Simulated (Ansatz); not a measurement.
Reactions of `C[O][Ge]([CH3])([F])[SH]`.

Calculated with Ansatz (gas phase, PBE0-D4/def2-TZVP geometries, no zero-point term in ΔE). CCSD(T)/CBS adds triple-zeta CCSD(T) − MP2 to the extrapolated MP2 energy (def2 sets, frozen cores). This one scheme is used for every species. Functionals use def2-TZVPP. For Ge outer-core shells are correlated without core-valence functions, which leaves a few kJ/mol of doubt a bond. Scalar relativity is left out up to krypton. Each species was taken in one conformer, which may not be the lowest.

| reaction | HF/CBS(def2) (eV) | MP2/CBS(def2) (eV) | B2PLYP (eV) | CCSD(T)/CBS(def2) (eV) |
| --- | --- | --- | --- | --- |
| `C[O][Ge]([CH3])([F])[SH]` → `[CH3][GeH]([F])[SH]` + `C=O` | 1.35 | 1.74 | 1.51 | 1.64 |
| `C[O][Ge]([CH3])([F])[SH]` + H₂ → `[CH3][GeH]([F])[SH]` + CH₃OH | 0.14 | 0.41 | 0.31 | 0.34 |
| `C[O][Ge]([CH3])([F])[SH]` + `NB(O)F` → `COB(N)F` + `C[O][GeH]([F])[SH]` | 0.84 | 1.14 | 0.97 | 1.06 |
| `C[O][Ge]([CH3])([F])[SH]` + `[CH3][Al]([Cl])[Cl]` → `C[CH2][Al]([Cl])[Cl]` + `C[O][GeH]([F])[SH]` | 0.64 | 0.75 | 0.69 | 0.72 |

Largest T1 diagnostic: 0.015, for `C=O`.
